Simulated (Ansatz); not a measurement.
Basis-set extrapolation for C6H18AlP, SMILES `[CH3][Al-]([CH3])([CH3])[P+](C)(C)C` (PBE0-D4/def2-TZVP geometry, frozen core, Ansatz 0.2.0). Multiplicity 1, RHF reference.

```
                      def2-TZVPP   def2-QZVPP
                 HF  -820.500150  -820.528886
    MP2 correlation    -1.333236    -1.419238
CCSD(T) correlation    -1.492593      not run
```

Energies in hartree. Use E(X) = E(∞) + A·exp(−7.88·√X) for Hartree–Fock and E(X) = E(∞) + B·X^(−2.97) for correlation, with X = 3 and 4, and add CCSD(T) minus MP2 of the smaller set to the MP2 limit.

What is the CCSD(T) energy at the basis-set limit?

HF limit: -820.528886 + (-0.028736) × 0.13774 = -820.53284. MP2 limit: -1.419238 + (-0.086002) × 0.74074 = -1.48294. Higher-order term: -1.492593 − (-1.333236) = -0.15936. Total: -822.17514 hartree, 4.96 eV below CCSD(T)/def2-TZVPP.
